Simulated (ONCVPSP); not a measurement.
## PBEsol ONCV dataset for lead (Pb), fully relativistic all-electron reference.

ONCVPSP 4.0.1 was run on this input:

```
# ATOM AND REFERENCE CONFIGURATION
# atsym  z   nc   nv     iexc    psfile
  Pb 82.00   12    3  -116133      upf
#
#   n    l    f
    1    0    2.00
    2    0    2.00
    2    1    6.00
    3    0    2.00
    3    1    6.00
    3    2   10.00
    4    0    2.00
    4    1    6.00
    4    2   10.00
    4    3   14.00
    5    0    2.00
    5    1    6.00
    5    2   10.00
    6    0    2.00
    6    1    2.00
#
# PSEUDOPOTENTIAL AND OPTIMIZATION
# lmax
    2
#
#   l,   rc,      ep,       ncon, nbas, qcut
    0    1.65    0.00    3    6    3.40
    1    2.65    0.00    4    9    2.70
    2    1.35    0.00    4    7    7.10
#
# LOCAL POTENTIAL
# lloc, lpopt,  rc(5),   dvloc0
    4    5    0.95   -1.00
#
# VANDERBILT-KLEINMAN-BYLANDER PROJECTORs
# l, nproj, debl
    0    2    1.20
    1    1    1.60
    2    1    0.80
#
# MODEL CORE CHARGE
# icmod, fcfact, rcfact
    1    0.40    0.00
#
# LOG DERIVATIVE ANALYSIS
# epsh1, epsh2, depsh
   -2.00    5.00    0.02
#
# OUTPUT GRID
# rlmax, drl
    6.00    0.01
#
# TEST CONFIGURATIONS
# ncnf
    4
# nvcnf
#   n    l    f
    3
    5    2   10.00
    6    0    2.00
    6    1    1.00
#
    3
    5    2   10.00
    6    0    2.00
    6    1    0.00
#
    3
    5    2   10.00
    6    0    1.00
    6    1    0.00
#
    3
    5    2   10.00
    6    0    2.00
    6    1    1.50
#
```

Command:

```bash
oncvpspr.x < Pb.dat > Pb.out
```

Output (shortened: citation, most of the input echo, consistency checks and plot data are left out):

```
ONCVPSP  (Optimized Norm-Conservinng Vanderbilt PSeudopotential)
relativistic version 4.0.1

#   n    l    f        energy (Ha)
    1    0    2.00    -3.2321513D+03
    2    0    2.00    -5.7760203D+02
    2    1    6.00    -4.7422540D+02    -5.5466138D+02
    3    0    2.00    -1.3862570D+02
    3    1    6.00    -1.1033808D+02    -1.2828332D+02
    3    2   10.00    -8.9533800D+01    -9.3352803D+01
    4    0    2.00    -3.1367245D+01
    4    1    6.00    -2.2498397D+01    -2.6894682D+01
    4    2   10.00    -1.4397776D+01    -1.5218110D+01
    4    3   14.00    -4.7851055D+00    -4.9700195D+00
    5    0    2.00    -5.2810024D+00
    5    1    6.00    -2.9297079D+00    -3.7540099D+00
    5    2   10.00    -7.3658816D-01    -8.3172244D-01
    6    0    2.00    -4.4249413D-01
    6    1    2.00    -1.1500004D-01    -1.6963105D-01

Reference configufation results
  iterations    23
  all-electron total energy (Ha)   -2.09229431D+04

Begin loop to  construct optimized pseudo wave functions
and semi-local pseudopoentials for all angular momenta

   Wellstate for l =  0  n =  7 kap= -1
     eigenvalue =   0.7575
     asymptotic potential =   1.2575
     half-point radius =  3.7503

Calculating optimized projector #   1

 for l=   0

    Fraction of norm inside rc  0.189858
    Optimizing pswf for qcut=   3.40 a_B^-1,  ecut=   5.78 Ha
    Residual kinetic energy error=  2.28D-03 Ha

    Energy error per electron        Cutoff
         Ha          eV             Ha
         0.01000     0.27211        4.29
         0.00100     0.02721       14.83
         0.00010     0.00272       39.10
         0.00001     0.00027       92.35

Calculating optimized projector #   2

 for l=   0

    Fraction of norm inside rc  0.119315
    Optimizing pswf for qcut=   3.40 a_B^-1,  ecut=   5.78 Ha
    Residual kinetic energy error=  7.67D-03 Ha

    Energy error per electron        Cutoff
         Ha          eV             Ha
         0.01000     0.27211        5.52
         0.00100     0.02721        7.55
         0.00010     0.00272       51.75
         0.00001     0.00027       65.48

Calculating optimized projector #   1

 for l=   1

    Fraction of norm inside rc  0.300179
    Optimizing pswf for qcut=   2.71 a_B^-1,  ecut=   3.66 Ha
    Residual kinetic energy error=  1.03D-03 Ha

    Energy error per electron        Cutoff
         Ha          eV             Ha
         0.01000     0.27211        1.00
         0.00100     0.02721        3.76
         0.00010     0.00272       24.20
         0.00001     0.00027       38.10

Calculating optimized projector #   1

 for l=   1

    Fraction of norm inside rc  0.444452
    Optimizing pswf for qcut=   2.71 a_B^-1,  ecut=   3.66 Ha
    Residual kinetic energy error=  1.03D-03 Ha

    Energy error per electron        Cutoff
         Ha          eV             Ha
         0.01000     0.27211        1.38
         0.00100     0.02721        3.66
         0.00010     0.00272       31.97
         0.00001     0.00027       39.16

Calculating optimized projector #   1

 for l=   2

    Fraction of norm inside rc  0.586274
    Optimizing pswf for qcut=   7.11 a_B^-1,  ecut=  25.29 Ha
    Residual kinetic energy error=  3.64D-04 Ha

    Energy error per electron        Cutoff
         Ha          eV             Ha
         0.01000     0.27211       18.95
         0.00100     0.02721       23.46
         0.00010     0.00272       31.44
         0.00001     0.00027       58.76

Calculating optimized projector #   1

 for l=   2

    Fraction of norm inside rc  0.624411
    Optimizing pswf for qcut=   7.11 a_B^-1,  ecut=  25.29 Ha
    Residual kinetic energy error=  8.28D-04 Ha

    Energy error per electron        Cutoff
         Ha          eV             Ha
         0.01000     0.27211       20.11
         0.00100     0.02721       25.18
         0.00010     0.00272       41.45
         0.00001     0.00027       77.31

Construct Vanderbilt / Kleinmman-Bylander projectors

B matrix Hermiticity error, ll=  0  kap= -1
   1   2    1.0073D-04

  Orthonormal projector coefficients  1.9601E+01  6.2444E+00

 Orthonormal scalar projector coefficients, l =  1
  4.8248E+00  1.9874E-02

 Orthonormal spin-orbit projector coefficients, l =  1
 -8.9741E-01  2.1370E-01

 Orthonormal scalar projector coefficients, l =  2
  7.4333E+00  4.0728E-03

 Orthonormal spin-orbit projector coefficients, l =  2
 -1.4695E-01  1.3734E-01

Model core correction analysis
  based on d2Exc/dn_idn_j

d2excae - all-electron derivatives

   -1.549698D-02   -6.631675D-03   -2.442404D-03
   -6.757062D-03   -1.371938D-02   -6.836008D-03
   -2.643125D-03   -7.476955D-03   -4.273129D-03

d2excps - pseudofunction derivatives with no core correction

   -2.961901D-02   -1.031820D-02   -3.771677D-03
   -1.050992D-02   -1.821264D-02   -8.693910D-03
   -4.078885D-03   -9.675097D-03   -5.284226D-03

rms 2nd derivative error    5.379278E-03

Polynomial model core charge

d2excps - pseudofunction derivatives with core correction

   -1.964034D-02   -9.133496D-03   -3.383670D-03
   -9.323570D-03   -1.767371D-02   -8.537059D-03
   -3.688217D-03   -9.509729D-03   -5.235720D-03

rms 2nd derivative error    2.485082E-03

Pseudoatom total energy  -60.633819

Diagnostic tests using Vanderbilt-Kleinman-Bylander pseudopotentials
  relativistic with J = L +/- 1/2 projectors

   l  kap   rcore       rmatch      e in        delta e    norm test   slope test

   0  -1   1.6501896   1.7002929  -0.4424941  -0.0000658   0.9999545   1.0003667
run_diag_r: lschvkbbe ERROR   2   0  -1  60  7.57505869E-01  6.31755282E-01
   0  -1   1.6501896   1.7002929   0.7575059  -0.1257506   0.0758260   0.0959696

   1  -2   2.6630069   2.7438616  -0.1150000  -0.0000005   1.0000002   0.9998001
   1   1   2.6630069   2.7438616  -0.1696310   0.0000004   1.0000007   0.9999982

   2  -3   1.3545669   1.3956945  -0.7365882  -0.0000243   0.9999966   1.0000509
   2   2   1.3545669   1.3956945  -0.8317224   0.0000160   1.0000051   0.9999823

Diagnostic tests using Vanderbilt-Kleinman-Bylander pseudopotentials
  relativistic with scalar and spin-orbit non-local projectors

   l  kap   rcore       rmatch      e in        delta e    norm test   slope test

   0  -1   1.6501896   1.7002929  -0.4424941  -0.0000658   0.9999545   1.0003667
run_diag_r: lschvkbbe ERROR   2   0  -1  60  7.57505869E-01  6.31755282E-01
   0  -1   1.6501896   1.7002929   0.7575059  -0.1257506   0.0758260   0.0959696

   1  -2   2.6630069   2.7438616  -0.1150000  -0.0000005   1.0000002   0.9998001
   1   1   2.6630069   2.7438616  -0.1696310   0.0000004   1.0000007   0.9999982

   2  -3   1.3545669   1.3956945  -0.7365882  -0.0005593   1.0000349   0.9992888
   2   2   1.3545669   1.3956945  -0.8317224  -0.0005692   1.0000655   0.9993294

Ghost test for J = L + 1/2

 Testing for bound ghosts
   n   l    E NL Schr. Eq   E Basis Diag.   E Cutoff

       0                       -5.018801     68.05  WARNING - GHOST(-)
   1   0       -0.442560       -0.430403     68.05

       1                       -9.048455     42.51  WARNING - GHOST(-)
   2   1       -0.115001       -0.110500     42.51

   3   2       -0.736612       -0.734269    100.32

 Testing for highly-localized positive-energy ghosts
       l    <radius>/rc     E Basis Diag.   E Cutoff

       0        0.218376        2.383604     68.05  WARNING - GHOST(+)

Ghost test for J = L - 1/2

 Testing for bound ghosts
   n   l    E NL Schr. Eq   E Basis Diag.   E Cutoff

       0                       -5.018801     68.05  WARNING - GHOST(-)
   1   0       -0.442560       -0.430403     68.05

       1                       -8.110276     42.51  WARNING - GHOST(-)
   2   1       -0.169631       -0.167963     42.51

   3   2       -0.831706       -0.830113    100.32

 Testing for highly-localized positive-energy ghosts
       l    <radius>/rc     E Basis Diag.   E Cutoff

       0        0.218376        2.383604     68.05  WARNING - GHOST(+)

Test configuration 0

   n   l kap    f        eae           eps        diff
   1   0  -1  2.0000-3232.15126029
   2   0  -1  2.0000 -577.60202595
   2   1  -2  4.0000 -474.22540158
   2   1   1  2.0000 -554.66137602
   3   0  -1  2.0000 -138.62570428
   3   1  -2  4.0000 -110.33808330
   3   1   1  2.0000 -128.28332219
   3   2  -3  6.0000  -89.53379985
   3   2   2  4.0000  -93.35280259
   4   0  -1  2.0000  -31.36724548
   4   1  -2  4.0000  -22.49839695
   4   1   1  2.0000  -26.89468232
   4   2  -3  6.0000  -14.39777607
   4   2   2  4.0000  -15.21810969
   4   3  -4  8.0000   -4.78510553
   4   3   3  6.0000   -4.97001949
   5   0  -1  2.0000   -5.28100238
   5   1  -2  4.0000   -2.92970793
   5   1   1  2.0000   -3.75400994
   5   2  -3  6.0000   -0.73658816   -0.73661249   -2.43E-05
   5   2   2  4.0000   -0.83172244   -0.83170647    1.60E-05
   6   0  -1  2.0000   -0.44249413   -0.44255990   -6.58E-05
   6   1  -2  1.3333   -0.11500004   -0.11500056   -5.16E-07
   6   1   1  0.6667   -0.16963105   -0.16963064    4.12E-07

    Total energies and differences
      AE_ref= -2.09229431E+04  AE_tst= -2.09229431E+04  dif=  0.00E+00
      PS_ref= -6.06338189E+01  PS_tst= -6.06338189E+01  dif=  1.42E-14
      PSP excitation error= -1.42E-14

Test configuration 1

   n   l kap    f        eae           eps        diff
   1   0  -1  2.0000-3232.43834156
   2   0  -1  2.0000 -577.88803877
   2   1  -2  4.0000 -474.51146468
   2   1   1  2.0000 -554.94756893
   3   0  -1  2.0000 -138.91149839
   3   1  -2  4.0000 -110.62388100
   3   1   1  2.0000 -128.56913948
   3   2  -3  6.0000  -89.81955240
   3   2   2  4.0000  -93.63855935
   4   0  -1  2.0000  -31.65295247
   4   1  -2  4.0000  -22.78408901
   4   1   1  2.0000  -27.18039066
   4   2  -3  6.0000  -14.68343830
   4   2   2  4.0000  -15.50377911
   4   3  -4  8.0000   -5.07073866
   4   3   3  6.0000   -5.25565613
   5   0  -1  2.0000   -5.56644109
   5   1  -2  4.0000   -3.21530434
   5   1   1  2.0000   -4.03951941
   5   2  -3  6.0000   -1.02079036   -1.01981704    9.73E-04
   5   2   2  4.0000   -1.11630686   -1.11520346    1.10E-03
   6   0  -1  2.0000   -0.70834369   -0.70832063    2.31E-05
   6   1  -2  0.6667   -0.34483213   -0.34488078   -4.87E-05
   6   1   1  0.3333   -0.41422688   -0.41421644    1.04E-05

    Total energies and differences
      AE_ref= -2.09229431E+04  AE_tst= -2.09226960E+04  dif=  2.47E-01
      PS_ref= -6.06338189E+01  PS_tst= -6.03868350E+01  dif=  2.47E-01
      PSP excitation error=  2.69E-05

Test configuration 2

   n   l kap    f        eae           eps        diff
   1   0  -1  2.0000-3232.77776767
   2   0  -1  2.0000 -578.22530718
   2   1  -2  4.0000 -474.84882825
   2   1   1  2.0000 -555.28519307
   3   0  -1  2.0000 -139.24826219
   3   1  -2  4.0000 -110.96064780
   3   1   1  2.0000 -128.90595368
   3   2  -3  6.0000  -90.15624276
   3   2   2  4.0000  -93.97526095
   4   0  -1  2.0000  -31.98945582
   4   1  -2  4.0000  -23.12054313
   4   1   1  2.0000  -27.51689511
   4   2  -3  6.0000  -15.01982228
   4   2   2  4.0000  -15.84018371
   4   3  -4  8.0000   -5.40704231
   4   3   3  6.0000   -5.59197077
   5   0  -1  2.0000   -5.90200888
   5   1  -2  4.0000   -3.55086449
   5   1   1  2.0000   -4.37511038
   5   2  -3  6.0000   -1.35306418   -1.35230071    7.63E-04
   5   2   2  4.0000   -1.44933273   -1.44831667    1.02E-03
   6   0  -1  2.0000   -1.01103906   -1.01208082   -1.04E-03
   6   1  -2  0.0000   -0.60844898   -0.60844898    0.00E+00
   6   1   1  0.0000   -0.69343135   -0.69343135    0.00E+00

    Total energies and differences
      AE_ref= -2.09229431E+04  AE_tst= -2.09221959E+04  dif=  7.47E-01
      PS_ref= -6.06338189E+01  PS_tst= -5.98861869E+01  dif=  7.48E-01
      PSP excitation error= -4.85E-04

Test configuration 3

psatom_r: WARNING lschvkbb convergence error n,l,kap,iter=   2   1  -2

#
ea(ii),et,emin,emax -5.931398E-01 -6.113807E-01 -6.113807E-01 -6.113807E-01
run_config_r: WARNING for fully non-local PS atom,
 WARNING no output for configuration 4

Test configuration 4

   n   l kap    f        eae           eps        diff
   1   0  -1  2.0000-3232.28699436
   2   0  -1  2.0000 -577.73735029
   2   1  -2  4.0000 -474.36074569
   2   1   1  2.0000 -554.79676997
   3   0  -1  2.0000 -138.76095067
   3   1  -2  4.0000 -110.47333142
   3   1   1  2.0000 -128.41857710
   3   2  -3  6.0000  -89.66902933
   3   2   2  4.0000  -93.48803344
   4   0  -1  2.0000  -31.50246633
   4   1  -2  4.0000  -22.63361386
   4   1   1  2.0000  -27.02990383
   4   2  -3  6.0000  -14.53298249
   4   2   2  4.0000  -15.35331829
   4   3  -4  8.0000   -4.92030287
   4   3   3  6.0000   -5.10521780
   5   0  -1  2.0000   -5.41615787
   5   1  -2  4.0000   -3.06495196
   5   1   1  2.0000   -3.88920298
   5   2  -3  6.0000   -0.87133720   -0.87085571    4.81E-04
   5   2   2  4.0000   -0.96661916   -0.96605966    5.59E-04
   6   0  -1  2.0000   -0.56954247   -0.56951121    3.13E-05
   6   1  -2  1.0000   -0.22460226   -0.22456442    3.78E-05
   6   1   1  0.5000   -0.28650610   -0.28644131    6.48E-05

    Total energies and differences
      AE_ref= -2.09229431E+04  AE_tst= -2.09228490E+04  dif=  9.41E-02
      PS_ref= -6.06338189E+01  PS_tst= -6.05397349E+01  dif=  9.41E-02
      PSP excitation error=  1.44E-05
```

Note: ghosts flagged at negative energy: s at -136.6 eV, p3/2 at -246.2 eV, p1/2 at -220.7 eV; GHOST(+) flagged for s at 64.9 eV. A true bound ghost makes a file unfit for plane-wave use.

The run took about 4 s on one core of a shared server CPU.
